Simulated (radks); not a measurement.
Fractional charge and spin in the 6s shell of osmium: the spin-up occupation runs from 0 to 1 and the spin-down occupation from 0 to 1; the fullest corner is Os, [Xe] 4f14 5d(up 3, down 3) 6s(up 1, down 1). All-electron calculation, scalar-relativistic Kohn-Sham, BLYP, spin-polarised, spherical densities, point nucleus. Program: a radial shooting solver on a logarithmic mesh with Libxc functionals. Energy (eV) minus the two flat planes that join the four corners (they meet along the diagonal where the two added fractions sum to one electron); zero is where a piecewise linear energy would lie.

\begin{tabular}{lrrrrr}
down \ up & 0 & 0.25 & 0.5 & 0.75 & 1 \\ \hline
0 & 0.000 & -0.707 & -0.939 & -0.701 & 0.000 \\
0.25 & -0.707 & -0.895 & -0.618 & 0.118 & -0.638 \\
0.5 & -0.939 & -0.618 & 0.157 & -0.562 & -0.844 \\
0.75 & -0.701 & 0.118 & -0.562 & -0.808 & -0.628 \\
1 & 0.000 & -0.638 & -0.844 & -0.628 & 0.000 \\
\end{tabular}

Corners above the fullest one (they belong to Os+ and the next ion): (up 1, down 0) 9.374 eV, (up 0, down 1) 9.374 eV, (up 0, down 0) 26.516 eV. With half an added electron in each spin the energy lies 0.157 eV from the planes, and with half an added electron in spin up alone -0.939 eV. The planes are only a guide here: the flat-plane condition holds for ground states with one frontier orbital, while other shells are open and held unpolarised.
